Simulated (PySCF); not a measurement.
From computed data to an observable: oscillator strength and radiative lifetime

C₃F₇, SMILES F[C](F)C(F)(F)C(F)(F)F (connectivity only; charge and spin as stated), charge +1, multiplicity 1.

Geometry optimised at B3LYP-D3(BJ)/def2-SVP. A frequency run showed that this geometry is not a minimum. The spin state was assumed, not searched. The isomer is the one that the SMILES or the coordinates give; other isomers of the formula were not compared. One conformer was computed; it need not be the lowest.

TDA-M06-2X/def2-SVPD (PySCF 2.14.0) puts the first singlet state with f over 0.02 at 5.07 eV (vertical), with the transition dipole (0.122, -0.588, 0.000) in atomic units.

### Question
Find the oscillator strength, the wavelength and the radiative lifetime that this transition would have in vacuum if emission retraced absorption.

### Answer

|μ|² = 0.3606 au, so |μ| = 1.53 D. ΔE = 5.07/27.211 = 0.1863 hartree. f = (2/3) ΔE |μ|² = 0.045 (the program prints 0.045).
λ = 1239.84/5.07 = 245 nm; ν = 40892 cm⁻¹.
Einstein's coefficient A = 0.6670 ν² f s⁻¹ (ν in cm⁻¹) = 5.0e7 s⁻¹, so τ = 1/A = 20 ns. This state is S1. The figure is the radiative limit of this one transition; relaxation, internal conversion, crossing to triplets and a medium change what is measured.
